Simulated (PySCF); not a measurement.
1-chloro-2,2-difluoropropane (C3H5ClF2), SMILES CC(F)(F)CCl. Atoms are numbered in the order given.

```xyz
11

C     -1.7364    -0.1873     0.0351
C     -0.4653     0.6179    -0.0818
F     -0.1245     1.1094     1.1417
F     -0.6835     1.7007    -0.8922
C      0.7415    -0.1004    -0.6749
Cl     1.1804    -1.5492     0.2508
H     -1.5746    -1.0442     0.7015
H     -2.5229     0.4587     0.4498
H     -2.0471    -0.5479    -0.9557
H      1.5921     0.5940    -0.6667
H      0.5205    -0.3962    -1.7086
```
Charge 0, spin multiplicity 1.

The structure is a stationary point at ωB97X-D3(BJ)/def2-SVP. One conformer was computed; it need not be the lowest.

All values below come from PBE/def2-TZVP (PySCF).

ESP charges are fitted to the potential on shells at 1.4 to 2.0 van der Waals radii. Atomic charges (e):

| atom | meta-Löwdin | ESP fit | Löwdin |
|---|---|---|---|
| C1 | -0.38 | -0.65 | -0.28 |
| C2 | 0.55 | 0.63 | … |
| F3 | -0.28 | -0.20 | 0.19 |
| F4 | -0.29 | -0.23 | 0.18 |
| C5 | -0.21 | -0.57 | … |
| Cl6 | -0.09 | -0.05 | … |
| H7 | 0.14 | 0.19 | 0.14 |
| H8 | 0.14 | 0.20 | 0.14 |
| H9 | 0.13 | 0.20 | 0.14 |
| H10 | 0.15 | 0.25 | 0.14 |
| H11 | 0.15 | 0.24 | 0.14 |

What belongs in the gaps? (Estimate from the structure and the level; the computed values follow.)


- C2, Löwdin: -0.62
- C5, Löwdin: -0.48
- Cl6, Löwdin: 0.31

Computed Mayer and Wiberg (Löwdin basis) orders of the bonds:
```csv
bond,Mayer,Wiberg
C1–C2,1.00,1.25
C2–F3,1.13,1.69
C2–F4,1.11,1.66
C2–C5,0.97,1.19
C5–Cl6,1.08,1.65
C1–H7,0.95,0.88
C1–H8,0.96,0.88
C1–H9,0.95,0.89
C5–H10,0.95,0.87
C5–H11,0.94,0.87
```
